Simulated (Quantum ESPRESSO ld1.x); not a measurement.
All-electron atom: the potassium ion K12+ in [He] 2s2 2p3 (the NIST ground configuration). Calculated with ld1.x of Quantum ESPRESSO 7.5: scalar-relativistic Kohn-Sham, PBE, spin-unpolarised, spherical densities, point nucleus.

Unscreened Slater integrals over Kohn-Sham orbitals (eV). Empty in this configuration: 3p, 3s.

F0(3p,3p): 28.054
F2(3p,3p): 14.167
F0(3p,3s): 27.681
G1(3p,3s): 18.057
F0(3p,2p): 37.123
F2(3p,2p): 9.3532
G0(3p,2p): 3.7701
G2(3p,2p): 4.1141
F0(3p,2s): 36.073
G1(3p,2s): 2.9702
F0(3p,1s): 42.768
G1(3p,1s): 4.0770
F0(3s,3s): 27.387
F0(3s,2p): 35.832
G1(3s,2p): 3.7126
F0(3s,2s): 35.103
G0(3s,2s): 2.9299
F0(3s,1s): 40.812
G0(3s,1s): 1.9456
F0(2p,2p): 78.424
F2(2p,2p): 37.232
F0(2p,2s): 72.242
G1(2p,2s): 41.667
F0(2p,1s): 107.08
G1(2p,1s): 18.286
F0(2s,2s): 68.263
F0(2s,1s): 95.732
G0(2s,1s): 8.9178
F0(1s,1s): 316.81

Derived for the open shells (J is the average intra-shell exchange parameter used in DFT+U). 2p: J = F2/5 = 7.446 eV.
